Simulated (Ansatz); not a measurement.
Basis sets compared for the cluster Cu₂Pt (the lowest singlet isomer of a short search). Charge 0, multiplicity 1. Geometry r2SCAN-D4/def2-TZVP. Ansatz on 4 threads of Arm Neoverse V2 on a shared host; times are rough, and most runs start from earlier orbitals.

```xyz
3

Pt    1.144    0.605   -0.382
Cu   -0.355   -1.200   -0.579
Cu   -0.789    0.595    0.962
```

In the def2 sets Pt takes a core potential; there is no spin–orbit coupling. The structure comes from a short search, and lower isomers may exist.

Binding counts from free atoms (Pt triplet, Cu doublet) in the same basis, without a counterpoise term.

```
              level  functions  energy (Eh)  HOMO (eV)  LUMO (eV)  binding per atom (eV)  wall time
    PBE-D4/def2-SVP         94   -3399.4714      -3.76      -3.07                   2.04      1.3 s
   PBE-D4/def2-TZVP        130   -3399.9856      -4.13      -3.38                   1.77      1.6 s
r2SCAN-D4/def2-TZVP        130   -3400.4333      -4.18      -3.13                   1.74      3.8 s
   PBE0-D4/def2-SVP         94   -3399.4140      -4.83      -2.11                   1.68      1.8 s
  PBE0-D4/def2-TZVP        130   -3399.9092      -5.16      -2.37                   1.51      2.7 s
```

Question: Estimate the rows for PBE-D4/def2-TZVPD, r2SCAN-D4/def2-TZVPD, PBE0-D4/def2-TZVPD.

Answer: 
```json
{"level": "PBE-D4/def2-TZVPD", "functions": "139", "energy (Eh)": "-3399.9866", "HOMO (eV)": "-4.18", "LUMO (eV)": "-3.42", "binding per atom (eV)": "1.78", "wall time": "1.9 s"}
{"level": "r2SCAN-D4/def2-TZVPD", "functions": "139", "energy (Eh)": "-3400.4342", "HOMO (eV)": "-4.22", "LUMO (eV)": "-3.16", "binding per atom (eV)": "1.74", "wall time": "4.3 s"}
{"level": "PBE0-D4/def2-TZVPD", "functions": "139", "energy (Eh)": "-3399.9100", "HOMO (eV)": "-5.19", "LUMO (eV)": "-2.41", "binding per atom (eV)": "1.51", "wall time": "2.7 s"}
```
